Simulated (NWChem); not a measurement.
Everything below was run with NWChem. System: H4ClGaN2, charge 0, spin multiplicity 1, at a geometry optimised with PBE0/def2-SVP. The structure started from a generated list of species. Level: RHF/def2-TZVP.

Input file:

```
start mol
memory heap 200 mb stack 800 mb global 1000 mb
geometry units angstroms nocenter noautoz
  Ga     0.000000     0.000000     0.316262
  Cl     0.000000     0.000000    -1.837835
  N      0.017624    -1.604187     1.139475
  H      0.176006    -2.456819     0.617703
  H      0.212117    -1.721546     2.125510
  N     -0.017624     1.604187     1.139475
  H     -0.212117     1.721546     2.125510
  H     -0.176006     2.456819     0.617703
  symmetry group C2
end
basis spherical
  * library def2-tzvp
end
scf
  rhf
  nopen 0
  maxiter 100
  thresh 1e-7
  semidirect memsize 60000000 filesize 0
end
task scf energy
```

NWChem printed:

```
             Northwest Computational Chemistry Package (NWChem) 7.3.0
             --------------------------------------------------------

                                NWChem Input Module
                                -------------------

 Scaling coordinates for geometry "geometry" by  1.889725989
 (inverse scale =  0.529177249)

 Turning off AUTOSYM since
 SYMMETRY directive was detected!

                             Geometry "geometry" -> ""
                             -------------------------

 Output coordinates in angstroms (scale by  1.889725989 to convert to a.u.)

  No.       Tag          Charge          X              Y              Z
 ---- ---------------- ---------- -------------- -------------- --------------
    1 Ga                  31.0000     0.00000000     0.00000000     0.31626200
    2 Cl                  17.0000     0.00000000     0.00000000    -1.83783500
    3 N                    7.0000     0.01762400    -1.60418700     1.13947500
    4 H                    1.0000     0.17600600    -2.45681900     0.61770300
    5 H                    1.0000     0.21211700    -1.72154600     2.12551000
    6 N                    7.0000    -0.01762400     1.60418700     1.13947500
    7 H                    1.0000    -0.21211700     1.72154600     2.12551000
    8 H                    1.0000    -0.17600600     2.45681900     0.61770300

 Effective nuclear repulsion energy (a.u.)     357.5019635669

            Nuclear Dipole moment (a.u.)
            ----------------------------
        X                 Y               Z
 ---------------- ---------------- ----------------
     0.0000000000    -0.0000000000     0.0000056692

      Symmetry information
      --------------------

 Group name             C2
 Group number              4
 Group order               2
 No. of unique centers     5

      Symmetry unique atoms

     1    2    3    4    5


 Summary of "ao basis" -> "" (spherical)
 ------------------------------------------------------------------------------
       Tag                 Description            Shells   Functions and Types
 ---------------- ------------------------------  ------  ---------------------
[...]
    94      0.269000  3 N  px               137     -0.269000  6 N  px
    97      0.252990  3 N  px               140     -0.252990  6 N  px

 Vector   34  Occ=0.000000D+00  E= 9.703085D-02  Symmetry=a
              MO Center=  2.3D-15, -1.5D-16,  1.2D+00, r^2= 7.6D+00
   Bfn.  Coefficient  Atom+Function         Bfn.  Coefficient  Atom+Function
  ----- ------------  ---------------      ----- ------------  ---------------
     6      1.561259  1 Ga s                 90     -1.519249  3 N  s
   133     -1.519249  6 N  s                125      0.658157  5 H  s
   162      0.658157  7 H  s                119      0.516956  4 H  s
   168      0.516956  8 H  s                 68     -0.277858  2 Cl pz
    53     -0.228010  2 Cl s                 21      0.214222  1 Ga pz

 Vector   35  Occ=0.000000D+00  E= 1.216237D-01  Symmetry=b
              MO Center=  1.9D-15,  1.6D-14,  2.4D-01, r^2= 5.3D+00
   Bfn.  Coefficient  Atom+Function         Bfn.  Coefficient  Atom+Function
  ----- ------------  ---------------      ----- ------------  ---------------
    19      1.135934  1 Ga px                97     -0.319367  3 N  px
   140     -0.319367  6 N  px                66     -0.294934  2 Cl px
    16      0.231891  1 Ga px

 Vector   36  Occ=0.000000D+00  E= 1.458363D-01  Symmetry=b
              MO Center=  3.8D-14,  9.5D-15,  8.9D-01, r^2= 1.1D+01
   Bfn.  Coefficient  Atom+Function         Bfn.  Coefficient  Atom+Function
  ----- ------------  ---------------      ----- ------------  ---------------
    90      2.020149  3 N  s                133     -2.020149  6 N  s
    20      1.202126  1 Ga py               119     -0.749057  4 H  s
   168      0.749057  8 H  s                125     -0.744364  5 H  s
   162      0.744364  7 H  s                 38      0.330642  1 Ga d -1
    89     -0.310051  3 N  s                132      0.310051  6 N  s

 center of mass
 --------------
 x =   0.00000000 y =  -0.00000000 z =  -0.06988176

 moments of inertia (a.u.)
 ------------------
         933.013984949465           8.568573352868          -0.000000000000
           8.568573352868         611.440282840794           0.000000000000
          -0.000000000000           0.000000000000         322.729521945273

  Mulliken analysis of the total density
  --------------------------------------

    Atom       Charge   Shell Charges
 -----------   ------   -------------------------------------------------------
    1 Ga  31    30.06   2.00  2.00  1.16  0.81  0.58  0.10  5.98  4.45  1.55  0.87  0.19  8.90  1.14  0.08  0.15  0.08
    2 Cl  17    17.41   2.01  0.45  1.52  1.08  0.87  4.18  1.69  1.08  2.87  1.65  0.00  0.02  0.00
    3 N    7     7.78   0.82  1.16  0.51  0.81  0.21  1.50  1.78  0.97  0.00  0.01  0.00
    4 H    1     0.74   0.26  0.40  0.05  0.04
    5 H    1     0.75   0.26  0.40  0.05  0.04
    6 N    7     7.78   0.82  1.16  0.51  0.81  0.21  1.50  1.78  0.97  0.00  0.01  0.00
    7 H    1     0.75   0.26  0.40  0.05  0.04
    8 H    1     0.74   0.26  0.40  0.05  0.04

       Multipole analysis of the density wrt the origin
       ------------------------------------------------

     L   x y z        total         open         nuclear
     -   - - -        -----         ----         -------
     0   0 0 0     -0.000000      0.000000     66.000000

     1   1 0 0     -0.000000      0.000000      0.000000
     1   0 1 0     -0.000000      0.000000     -0.000000
     1   0 0 1      1.103677      0.000000      0.000006

     2   2 0 0    -31.532241      0.000000      0.558129
     2   1 1 0     -1.816419      0.000000     -7.109913
     2   1 0 1     -0.000000      0.000000      0.000000
     2   0 2 0    -27.878198      0.000000    192.934547
     2   0 1 1     -0.000000      0.000000     -0.000000
     2   0 0 2    -31.072680      0.000000    316.027957

 Task  times  cpu:       18.4s     wall:       18.4s

 Total times  cpu:       18.4s     wall:       18.4s
```
